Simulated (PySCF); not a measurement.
# Excitation energy of Si by level of theory

Si [Ne] 3s2 3p2 (3P) → Si [Ne] 3s2 3p1 4s1, s spin flipped, as a difference of total energies. Computed with PySCF 2.14 in dyall-acv3z, with no relativity, point nucleus. Correlated levels: valence: [Ne] frozen; virtual orbitals above 40 to 60 times the deepest correlated orbital energy dropped. The calculations carry no spin-orbit coupling.

```json
{"method": "UHF", "excitation energy (eV)": "4.829"}
{"method": "MP2 (valence)", "excitation energy (eV)": "5.048"}
{"method": "SCS-MP2 (valence)", "excitation energy (eV)": "4.971"}
```

How much does correlation contribute at MP2 (valence)?

5.048 − (4.829) = 0.219 eV, measured against UHF.

The upper determinant mixes two multiplicities, so it lies between the two terms.

The promoted electron is Rydberg-like, and one or two diffuse shells describe it only roughly, which tends to raise the upper state.
